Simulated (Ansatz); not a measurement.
```yaml
crystal:
  periodic: [false, false, false]
  atoms:
    - {symbol: Ga, position_ang: [0.000118, 0.000032, 0.000158]}
    - {symbol: F, position_ang: [-0.458542, -1.463099, 0.677293]}
    - {symbol: F, position_ang: [0.345458, 1.309629, 0.987764]}
    - {symbol: F, position_ang: [0.112965, 0.153428, -1.665204]}
basis:
  gaussian: {orbitals: x2c-TZVPPall}
hamiltonian: {xc: {name: r2SCAN50}, dispersion: d3bj}
output: {forces: true}
```

```sh
$ ansatz run in.yaml --threads 4 --pin off --events-out ev --progress --plain --max-ram 3916MiB
```

Output, abridged:

```
Warning: the engine holds no damping parameters fitted to this dispersion correction and functional, so the run takes those fitted to r2scan50 beside the three-body term, which d3bj leaves out (hamiltonian.dispersion, under Limitations)
Functional definition: r2SCAN50
  name "r2SCAN50"
  cite "Bursch, Neugebauer, Ehlert & Grimme, J. Chem. Phys. 156, 134105 (2022) doi:10.1063/5.0086040"
  cite "Furness, Kaplan, Ning, Perdew & Sun, J. Phys. Chem. Lett. 11, 8208 (2020) doi:10.1021/acs.jpclett.0c02405"
  cite "Furness, Kaplan, Ning, Perdew & Sun, J. Phys. Chem. Lett. 11, 9248 (2020) doi:10.1021/acs.jpclett.0c03077"
  parent r2scan
  parameter a = 0.5
  parameter k0 = 0.174
  parameter k1 = 0.065
  parameter a1 = 4.9479
  exchange = (1 - a)*r2scan_x(k0 = k0, k1 = k1, a1 = a1) + a*exact_x
  correlation = r2scan_c
975 factors; their error is unknown
mean field evaluation 1: about -61046.9935 eV, gradient 5.6e1 eV
mean field evaluation 2: about -61045.3274 eV, gradient 7.0e1 eV
mean field evaluation 4: about -61051.3344 eV, gradient 1.3e0 eV
mean field evaluation 8: about -61051.7906 eV, gradient 2.8e-1 eV
mean field -61051.79064721 eV, -2243.6119238951 hartree, gradient 1.8e-5 eV, S^2 0.000000; 0 other end points of the search recorded, 0 dependent functions left out
the calculation of the forces begins
reference -61051.79065233 eV, -2243.6119240831 hartree; 29, 29 occupied and 112, 112 virtual orbitals, 975 factors
Total energy: -61051.80361588 eV, -2243.6124004846 hartree
Relativity: scalar
Atom 0 at     0.000118     0.000032     0.000158 Å, force    -0.000395     0.000660    -0.000889 eV/Å
Atom 1 at    -0.458542    -1.463099     0.677293 Å, force    -0.218748    -0.698577     0.324286 eV/Å
Atom 2 at     0.345458     1.309629     0.987764 Å, force     0.164897     0.624359     0.471517 eV/Å
Atom 3 at     0.112965     0.153428    -1.665204 Å, force     0.054246     0.073559    -0.794914 eV/Å
Dipole moment:     0.000244     0.000089     0.000358 e Å
```

Hardware: 4 threads of Arm Neoverse V1 on a shared host. Wall time 2.2 s.

DK, ANO-RCC and x2c sets are all-electron and run with scalar relativity unless a key says otherwise.
